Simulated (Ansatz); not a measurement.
Consider the substitution at a C–Ge bond: `C[C](=N)[GeH2][OH]` + `O[SiH2]O` → `CC(=N)O[SiH2]O` + `[OH][GeH3]`.

Gas-phase electronic energies from Ansatz, PBE0-D4/def2-TZVP geometries. CCSD(T)/CBS adds triple-zeta CCSD(T) − MP2 to the extrapolated MP2 energy (def2 sets, frozen cores). Functionals use def2-TZVPP. For Ge outer-core shells are correlated without core-valence functions, which leaves a few kJ/mol of doubt a bond. Scalar relativity is left out up to krypton. Each species was taken in one conformer, which may not be the lowest.

CCSD(T)/CBS gives -6.1 kJ/mol.

Another level gave -10.4 kJ/mol. Which?
A. PBE-D4/def2-TZVPP
B. CCSD(T)/def2-TZVPP
C. HF/def2-TZVPP
D. ωB97X-V/def2-TZVPP

B. CCSD(T)/def2-TZVPP -10.4, PBE-D4 -15.3, ωB97X-V -22.2, HF/def2-TZVPP -28.1 kJ/mol.

Largest T1 diagnostic among the species: 0.013.

From PBE to PBE0 (25 % exact exchange), in def2-TZVPP and without D4, ΔE moves by −4.1 kJ/mol. In def2-TZVPP, CCSD(T) changes the Hartree–Fock value by +17.7 kJ/mol (the triples alone add +0.7 kJ/mol) and MP2 by +20.5 kJ/mol.
